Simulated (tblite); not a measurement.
Record of a relaxation.

Species: C7H13BS.
SMILES with atom numbers: `[CH:1]#[C:2][C@@H:3]([CH3:4])[B:5]([CH3:6])[CH2:7][S:8][CH3:9]` (hydrogens: H10 on C1; H11 on C3; H12, H13, H14 on C4; H15, H16, H17 on C6; H18, H19 on C7; H20, H21, H22 on C9)

Computed with GFN2-xTB (tblite), gas phase: L-BFGS steps from a force-field or distance-geometry start until the largest atomic force falls under 0.01 eV/Å. 4 of its 228 geometries are shown.

Step 0: E = -706.1859 eV, largest atomic force 2.776 eV/Å
```
atom  x, y, z in Å  |  force x, y, z in eV/Å
C1     -3.050   -1.559    0.134    1.356   2.314  -0.716
C2     -2.373   -0.588   -0.169   -1.751  -1.579   0.298
C3     -1.535    0.561   -0.523   -0.157  -0.818  -0.695
C4     -1.956    1.772    0.254   -0.868   1.070   1.306
B5     -0.026    0.185   -0.230   -0.099  -1.974  -0.882
C6      0.211   -1.245    0.461   -0.198   0.394   0.097
C7      1.149    0.691   -1.179   -0.495   1.101   1.997
S8      2.491   -0.512   -1.069    1.450  -0.514  -2.214
C9      3.228   -0.522    0.564    0.768   0.623   0.973
H10    -3.663   -2.365    0.393   -0.024  -0.096   0.034
H11    -1.663    0.762   -1.613    0.015  -0.150   0.481
H12    -2.786    2.320   -0.242    0.478  -0.301   0.366
H13    -2.338    1.426    1.267    0.590   0.688  -1.025
H14    -1.097    2.468    0.373   -0.695  -0.328   0.097
H15     0.308   -1.117    1.553   -0.237  -0.504  -0.391
H16     1.126   -1.689    0.060   -0.435  -0.187   0.544
H17    -0.606   -1.947    0.196    0.493   0.547   0.621
H18     1.547    1.615   -0.690   -0.097  -0.209  -0.786
H19     0.824    0.886   -2.209    0.637  -0.166   0.386
H20     3.645   -1.550    0.760   -0.503   1.186  -0.274
H21     4.041    0.247    0.568   -0.390  -0.755   0.049
H22     2.513   -0.220    1.341    0.161  -0.343  -0.265
```

Step 76: E = -707.3587 eV, largest atomic force 0.090 eV/Å
```
atom  x, y, z in Å  |  force x, y, z in eV/Å
C1     -3.507   -1.276   -0.008    0.025   0.019  -0.004
C2     -2.604   -0.532   -0.262   -0.045   0.004  -0.036
C3     -1.534    0.398   -0.580    0.001   0.013   0.024
C4     -1.728    1.673    0.271   -0.004   0.020  -0.005
B5     -0.072   -0.225   -0.368    0.002  -0.043  -0.016
C6      0.107   -1.545    0.461    0.001  -0.021  -0.011
C7      1.147    0.554   -1.013    0.011   0.017  -0.001
S8      2.741   -0.356   -1.161   -0.014  -0.058   0.017
C9      3.405   -0.147    0.521   -0.046  -0.018  -0.019
H10    -4.295   -1.935    0.210    0.023   0.009   0.009
H11    -1.668    0.689   -1.630    0.010  -0.019   0.010
H12    -2.754    2.023    0.190   -0.031  -0.015   0.015
H13    -1.518    1.464    1.318   -0.008   0.024  -0.002
H14    -1.073    2.471   -0.070    0.084  -0.031   0.008
H15     0.154   -1.317    1.528    0.006   0.038  -0.026
H16     1.011   -2.099    0.217    0.007   0.026  -0.001
H17    -0.747   -2.209    0.345    0.015  -0.029  -0.003
H18     1.381    1.467   -0.463   -0.002   0.043   0.034
H19     0.936    0.870   -2.036   -0.035  -0.026  -0.010
H20     4.032   -1.003    0.741    0.054  -0.009  -0.047
H21     3.993    0.765    0.565   -0.010   0.033   0.040
H22     2.581   -0.113    1.224   -0.042   0.024   0.025
```

Step 151: E = -707.4344 eV, largest atomic force 0.138 eV/Å
```
atom  x, y, z in Å  |  force x, y, z in eV/Å
C1     -3.472   -1.021    0.282    0.051   0.035  -0.009
C2     -2.533   -0.348   -0.034   -0.024  -0.070  -0.059
C3     -1.392    0.447   -0.453   -0.010  -0.001  -0.004
C4     -1.282    1.691    0.451    0.000   0.012   0.047
B5     -0.030   -0.387   -0.520    0.038  -0.040   0.011
C6      0.077   -1.821    0.097   -0.022  -0.061   0.041
C7      1.159    0.253   -1.336    0.018   0.029   0.027
S8      2.866   -0.296   -0.925   -0.095   0.030  -0.021
C9      2.942    0.228    0.811    0.053   0.040   0.090
H10    -4.295   -1.610    0.558    0.012   0.030   0.025
H11    -1.605    0.808   -1.469   -0.068   0.022  -0.004
H12    -2.224    2.237    0.454    0.034   0.010  -0.010
H13    -1.056    1.401    1.475    0.004  -0.031   0.007
H14    -0.494    2.353    0.099   -0.010   0.004  -0.010
H15    -0.136   -1.810    1.167    0.005   0.003  -0.021
H16     1.043   -2.298   -0.052    0.030   0.000   0.016
H17    -0.683   -2.474   -0.333   -0.014   0.026   0.002
H18     1.181    1.345   -1.344    0.001  -0.013  -0.017
H19     1.021   -0.065   -2.375    0.105   0.014   0.012
H20     3.980    0.154    1.132   -0.108  -0.007  -0.086
H21     2.602    1.257    0.899    0.026  -0.034  -0.046
H22     2.322   -0.426    1.417   -0.027  -0.001   0.008
```

Step 227: E = -707.4653 eV, largest atomic force 0.008 eV/Å
```
atom  x, y, z in Å  |  force x, y, z in eV/Å
C1     -3.433   -0.932    0.404   -0.001  -0.004  -0.001
C2     -2.483   -0.321    0.006    0.002   0.002   0.002
C3     -1.325    0.426   -0.448   -0.002  -0.007  -0.001
C4     -1.044    1.569    0.552   -0.002  -0.004   0.001
B5     -0.022   -0.479   -0.640    0.002  -0.002  -0.001
C6      0.045   -1.933   -0.059    0.001   0.003  -0.001
C7      1.188    0.128   -1.453   -0.001  -0.001   0.003
S8      2.843   -0.253   -0.752   -0.004  -0.002  -0.003
C9      2.655    0.518    0.879    0.001   0.006   0.005
H10    -4.269   -1.469    0.741    0.002   0.004  -0.002
H11    -1.592    0.893   -1.406    0.002   0.001  -0.001
H12    -1.925    2.198    0.663   -0.002   0.001   0.005
H13    -0.789    1.163    1.528   -0.002   0.002   0.001
H14    -0.219    2.186    0.205    0.003   0.003   0.000
H15    -0.284   -1.972    0.979   -0.001   0.002   0.000
H16     1.027   -2.396   -0.128   -0.001   0.001   0.003
H17    -0.658   -2.567   -0.601    0.000  -0.002  -0.002
H18     1.155    1.208   -1.613    0.002   0.004  -0.001
H19     1.224   -0.340   -2.440    0.001  -0.002  -0.001
H20     3.600    0.393    1.398   -0.003  -0.003  -0.001
H21     2.438    1.576    0.758   -0.002  -0.004  -0.002
H22     1.858    0.024    1.426    0.005   0.002  -0.004
```

Task: Summarise the path.

Result: The energy falls by 1.2794 eV from step 0 to step 227; nine tenths of that is first reached at step 46. It falls at every step. The largest force goes from 2.776 to 0.008 eV/Å. Among the bonds C4–H13 changes most, from 1.136 to 1.088 Å; the atoms move by 1.095 Å rms after alignment.

The cost below is that of the whole relaxation. The run took 1.7 s wall on Arm Neoverse V2, one thread, on a shared host.
